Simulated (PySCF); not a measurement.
Vertical excitations of a molecule C5H7F from TDA-PBE/def2-SVPD run with PySCF 2.14.0, as energy in eV (oscillator strength): 5.77 (0.688), 5.82 (0.001), 6.13 (0.408), 6.23 (0.003), 6.54 (0.000), 6.88 (0.002), 6.97 (0.000), 7.00 (0.015), 7.62 (0.007), 7.73 (0.001). Lowest triplet (TDA): 3.08 eV. Geometry: r2SCAN-D4/def2-SVP. The values are those of a single conformer.

**Question.** Identify the compound among the candidates.
A. C=C(F)/C=C/C
B. C#C[C@H](F)CC
C. CC1=C[C@@H](F)C1
D. C[C@@]1(F)C=CC1

**Answer.** A, C=C(F)/C=C/C
